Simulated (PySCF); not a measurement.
C4H6F2, SMILES C1[C@H](F)C[C@@H]1F. Atoms are numbered in the order given.

```xyz
12

F      0.0000    -2.1430    -0.4527
C      0.0000    -1.0563     0.3728
C     -1.0766     0.0000     0.1119
C      0.0000     1.0563     0.3728
F      0.0000     2.1430    -0.4527
C      1.0766     0.0000     0.1119
H      0.0000    -1.4198     1.4139
H     -1.9967     0.0000     0.7120
H     -1.3267     0.0000    -0.9597
H      0.0000     1.4198     1.4139
H      1.3267     0.0000    -0.9597
H      1.9967     0.0000     0.7120
```
Charge 0, spin multiplicity 1.

Geometry optimised at PBE0-D3(BJ)/def2-SVP. The structure was generated by enumeration; whether it is a known compound was not checked.

Two levels are set side by side: PBE/pcSseg-1 (PySCF) and B3LYP/pcSseg-1 (PySCF). GIAO shifts against CFCl3 (¹⁹F), TMS (¹H), TMS (¹³C) at the same level; non-relativistic, no solvent, atoms listed together averaged. Differences are taken from unrounded values.

| quantity | B3LYP |
|---|---|
| δ(¹⁹F) of F1, F5 (ppm) | -200.2 |
| δ(¹³C) of C2, C4 (ppm) | 81.1 |
| δ(¹³C) of C3, C6 (ppm) | 45.1 |
| δ(¹H) of H7, H10 (ppm) | 4.58 |

What does PBE give, and how far is it from B3LYP? (An estimate is asked for; the answer gives what the named calculation found.)


```tsv
quantity	PBE	PBE minus B3LYP
δ(¹⁹F) of F1, F5 (ppm)	-215.9	-15.7
δ(¹³C) of C2, C4 (ppm)	82.5	1.4
δ(¹³C) of C3, C6 (ppm)	45.6	0.6
δ(¹H) of H7, H10 (ppm)	4.72	0.14
```

Rough cost on one machine, each run with all the roots and properties that it gave: B3LYP against PBE within a factor of 2.
